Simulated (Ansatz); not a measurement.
Consider the redistribution: `C=CC[SiH2]Cl` + `C=C[SiH2][GeH3]` → `C=C[SiH2][SiH2]Cl` + `C=C[CH2][GeH3]`.

Computed with Ansatz on PBE0-D4/def2-TZVP structures; ΔE is electronic, products minus reactants. CCSD(T)/CBS adds triple-zeta CCSD(T) − MP2 to the extrapolated MP2 energy (def2 sets, frozen cores). DFT in def2-TZVPP. B3LYP here is the variant with VWN-RPA as its local correlation; programs differ in this. For Ge outer-core shells are correlated without core-valence functions, which leaves a few kJ/mol of doubt a bond. Scalar relativity is left out up to krypton. One conformer a species, not always the lowest.

`C=CC[SiH2]Cl`:

```xyz
12

C    -2.020    0.160    0.154
C    -0.845    0.102    0.769
C     0.317   -0.723    0.328
Si    1.482    0.369   -0.652
Cl    3.221   -0.651   -1.088
H    -2.811    0.808    0.511
H    -2.234   -0.445   -0.722
H    -0.680    0.732    1.641
H     0.862   -1.142    1.179
H     0.003   -1.551   -0.313
H     1.852    1.575    0.127
H     0.855    0.765   -1.935
```

`C=C[SiH2][GeH3]`:

```xyz
12

C    -0.619   -1.527   -1.689
C    -0.978   -0.611   -0.795
Si   -0.129   -0.398    0.847
Ge    0.987    1.704    0.948
H    -1.115   -1.621   -2.651
H     0.189   -2.228   -1.497
H    -1.795    0.064   -1.048
H     0.857   -1.498    1.025
H    -1.118   -0.452    1.960
H    -0.004    2.855    0.698
H     1.636    1.927    2.325
H     2.089    1.787   -0.123
```

`C=C[SiH2][SiH2]Cl`:

Z-matrix (Å, degrees):
```
Si
C 1 1.859
Si 1 2.342 2 109.4
H 1 1.490 2 109.5 3 -120.1
H 1 1.489 2 111.4 3 118.8
C 2 1.330 1 123.3 3 115.6
H 2 1.089 1 118.2 3 -62.8
Cl 3 2.070 1 107.7 2 55.0
H 3 1.486 1 113.2 2 173.6
H 3 1.485 1 112.2 2 -62.9
H 6 1.086 2 122.0 1 -178.6
H 6 1.086 2 121.9 1 1.5
```

`C=C[CH2][GeH3]`:

Z-matrix (Å, degrees):
```
C
C 1 1.485
Ge 1 1.972 2 111.2
H 1 1.092 2 111.4 3 -120.3
H 1 1.094 2 111.3 3 119.1
C 2 1.328 1 125.4 3 106.3
H 2 1.089 1 115.9 3 -71.9
H 3 1.539 1 109.6 2 54.3
H 3 1.540 1 110.3 2 174.2
H 3 1.537 1 109.5 2 -65.3
H 6 1.086 2 121.5 1 1.7
H 6 1.083 2 121.4 1 -178.3
```

| level | ΔE (eV) |
| --- | --- |
| PBE-D4 | 0.34 |
| PBE0-D4 | 0.36 |
| B3LYP-D4 | 0.36 |
| B2PLYP | 0.37 |
| r2SCAN | 0.39 |
| SCS-MP2/def2-TZVPP | 0.36 |
| CCSD(T)/def2-TZVPP | 0.35 |
| SCS-MP2/def2-QZVPP | 0.36 |

Q: What does CCSD(T)/CBS give? (Best estimate.)

A: The calculation gave: +0.35 eV. The listed levels differ from it by -0.01, 0.01, 0.01, 0.02, 0.04, 0.01, 0.00, 0.01 eV.

Largest T1 diagnostic among the species: 0.012.

CCSD(T)/CBS has its own doubt, a few kJ/mol and more with outer-core shells, so smaller differences from it don't rank the levels.
